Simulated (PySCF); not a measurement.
BrClH3NSi, SMILES [SiH](N)(Cl)Br.

Geometry: B3LYP-D3(BJ)/def2-SVP. This is a generated structure with no PubChem entry under its InChIKey; it may be hypothetical. Other conformers were not sampled.

These are SMD-M06-2X/def2-SVP in PySCF values and carry that method's errors.

Solvation free energies are E(SMD) − E(gas) at the gas-phase geometry, for 1 M in both phases. Bromine has the revised SMD18 radius of 2.60 Å. In vacuum the dipole moment is 2.62 D.

Problem. Rank water, benzene, dimethylsulfoxide by solvation free energy, most negative first.

Solution. dimethylsulfoxide (-5.8 kcal/mol), benzene (-4.7 kcal/mol), water (-3.5 kcal/mol)
